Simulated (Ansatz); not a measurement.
```yaml
crystal:
  periodic: [false, false, false]
  atoms:
    - {symbol: In, position_ang: [-1.234079, 2.021043, -1.280502]}
    - {symbol: B, position_ang: [-0.066608, -0.061788, 0.120881]}
    - {symbol: C, position_ang: [1.393465, -1.365347, 0.437096]}
    - {symbol: N, position_ang: [-0.135370, -1.166466, 1.389961]}
    - {symbol: H, position_ang: [-2.520658, 1.675315, -2.983100]}
    - {symbol: D, position_ang: [-0.849728, 4.090624, -0.787944]}
    - {symbol: H, position_ang: [1.506893, -2.487057, -0.326267]}
    - {symbol: H, position_ang: [2.553481, -0.984503, 1.039697]}
    - {symbol: H, position_ang: [-0.647372, -1.721821, 2.390177]}
basis:
  gaussian: {orbitals: def2-SVPD, nuclear_model: gaussian}
magnetization: {spin_polarized: true, initial_magnetization: 0}
hamiltonian: {xc: {name: PBE}}
output: {forces: true}
```

```sh
$ ansatz run in.yaml --threads 2 --pin off --events-out ev --progress --plain --max-ram 4352MiB
```

Output, abridged:

```
Error: YAML parse error: error: line 9 column 16: `D` is not an element symbol (H … Og, case-exact)
 7 |     - {symbol: N, position_ang: [-0.135370, -1.166466, 1.389961]}
 8 |     - {symbol: H, position_ang: [-2.520658, 1.675315, -2.983100]}
 9 |     - {symbol: D, position_ang: [-0.849728, 4.090624, -0.787944]}
10 |     - {symbol: H, position_ang: [1.506893, -2.487057, -0.326267]}
11 |     - {symbol: H, position_ang: [2.553481, -0.984503, 1.039697]}
```

Task: What is wrong with this run?

Result: An element symbol is wrong. The input was rejected before any iteration.
